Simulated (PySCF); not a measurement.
B(Me)3 (C3H9B), SMILES CB(C)C. Heavy atoms are numbered as in [B:1]([CH3:2])([CH3:6])[CH3:10]. Hydrogens are named by the atom that carries them.

Geometry: PBE0-D3(BJ)/def2-SVP. The isomer is the one that the SMILES or the coordinates give; other isomers of the formula were not compared.

Level of theory: PBE0/pcSseg-1 (PySCF).

GIAO shieldings, no solvent; atoms alike by connectivity are averaged. δ = σ(ref) − σ: ¹¹B against BF3 (σ = 88.8 ppm); ¹³C against TMS (σ = 186.3 ppm); ¹H against TMS (σ = 31.56 ppm), references at their B3LYP-D3(BJ)/def2-TZVP geometries, non-relativistic.

```json
[
 {"atoms": "B1", "nucleus": "¹¹B", "count": "1", "δ (ppm)": "___"},
 {"atoms": "C2 (CH3)", "nucleus": "¹³C", "count": "3", "δ (ppm)": "18.6"},
 {"atoms": "H on C2", "nucleus": "¹H", "count": "9", "δ (ppm)": "1.16"}
]
```

Task: Some entries are withheld; supply them. (Estimate from the structure and the level; the computed values follow.)

Result: 
- B1, δ (ppm): 75.6
